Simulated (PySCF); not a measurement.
(3Z)-3,4-difluoropenta-1,3-diene (C5H6F2), SMILES C=C/C(F)=C(\C)F. Coordinates come from a ωB97X-D3(BJ)/def2-SVP optimisation. The values are those of a single conformer.

Method: ωB97X-D3(BJ)/def2-SVP (PySCF).

Harmonic wavenumbers (cm⁻¹): 111, 153, 167, 202, 304, 354, 373, 494, 549, 584, 734, 755, 967, 981, 1025, 1046, 1053, 1123, 1293, 1315, 1354, 1430, 1450, 1450, 1468, 1734, 1841, 3076, 3157, 3187, 3211, 3233, 3293. Rotational constants (GHz): 4.684, 1.873, 1.349; symmetry number 1.

Work out the zero-point energy and the ideal-gas rigid-rotor harmonic-oscillator thermochemistry at 298.15 K and 1 atm.

ZPE = ½ Σ hcν = ½ × 43467 cm⁻¹ = 259.99 kJ/mol. H − E(el) = 282.16 kJ/mol. Entropy in J/(mol K): translation 166.68, rotation 115.89, vibration 70.85, total 353.42. G − E(el) = 176.79 kJ/mol. Cp = 117.74 J/(mol K). Modes under 150 cm⁻¹ make the vibrational entropy uncertain.
